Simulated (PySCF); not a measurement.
**What each rung costs, and what it gives**

Saddle point of SiH2OF2, closed shell (SiH₂OF₂ ([OH][SiH]([F])[F]) → SiOF₂ ([O][Si]([F])[F]) + H₂; bonds formed: H2–H4; bonds broken: Si1–H2, O3–H4), PBE0-D4/def2-TZVP structure:

Si1  (0.115, 0.015, 0.414)
H2  (-0.678, 0.157, -1.108)
O3  (1.276, -0.723, -0.265)
H4  (0.140, -0.289, -1.183)
F5  (0.151, 1.512, 0.873)
F6  (-1.004, -0.671, 1.269)
(Å)

Barriers are electronic and count from the start structure reached by relaxing down the imaginary mode.

Computed with PySCF 2.14 with density fitting (its default auxiliary sets; JK sets also for MP2 and CCSD(T)) (basis: as named in each row); correlated methods freeze the cores. B3LYP uses VWN-RPA correlation. Extrapolation: Hartree–Fock as exp(−7.88 √X), correlation as X^−2.97.

Times are rough, for one single point on 4 threads of a shared host (AMD EPYC).

The estimate by CCSD(T) at an estimated basis limit (MP2 extrapolated from triple and quadruple zeta, plus CCSD(T) − MP2 in triple zeta) is 70.11 kcal/mol.

```
   method       basis  time (s)  barrier (kcal/mol)  method less estimate
       HF      STO-3G         2              165.29                 95.18
      MP2  def2-QZVPP         4               68.08                 -2.03
 B3LYP-D4       6-31G         5               92.51                 22.40
  PBE0-D4    def2-SVP         6               70.94                  0.83
   PBE-D4    def2-SVP         8               63.28                 -6.83
    SPW92  def2-TZVPP         9               59.05                -11.06
  PBE0-D4  def2-TZVPP        11               67.61                 -2.50
 B3LYP-D4  def2-TZVPP        11               68.44                 -1.66
 BHLYP-D4  def2-TZVPP        11               75.94                  5.83
   PBE-D4  def2-TZVPP        13               60.79                 -9.32
  CCSD(T)    def2-SVP        16               75.19                  5.08
r2SCAN-D4  def2-TZVPP        21               64.52                 -5.58
  wB97M-V  def2-TZVPP       190               69.58                 -0.53
  CCSD(T)  def2-TZVPP       230               70.45                  0.35
```

All methods are single points on the PBE0-D4 structures.

T1 diagnostic: at most 0.016.

Labels in which every atom is bracketed show which atoms are joined, not bond orders.
